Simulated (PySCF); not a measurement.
Computed IR spectrum (relative IR intensity) of a molecule C₆H₇N. Geometry: PBE-D3(BJ)/def2-SVP. The values are those of a single conformer. Calculation: PBE-D3(BJ)/def2-SVP run with PySCF. Frequencies are harmonic and unscaled.

| ν (cm⁻¹) | relative intensity |
|---|---|
| 341 | 5.1 |
| 458 | 100 |
| 514 | 7.7 |
| 689 | 9.3 |
| 746 | 12 |
| 860 | 2.2 |
| 1152 | 2.7 |
| 1304 | 13 |
| 1385 | 3.8 |
| 1495 | 17 |
| 1572 | 20 |
| 1638 | 49 |
| 3097 | 7.6 |
| 3119 | 9.6 |
| 3137 | 3.4 |
| 3498 | 8.6 |
| 3606 | 6.1 |

Q: Which molecule gave these data?
A. Nc1ccccc1
B. C=C/C(C#N)=C\C
C. Cc1ccccn1
D. Cc1cccnc1

A: A, Nc1ccccc1
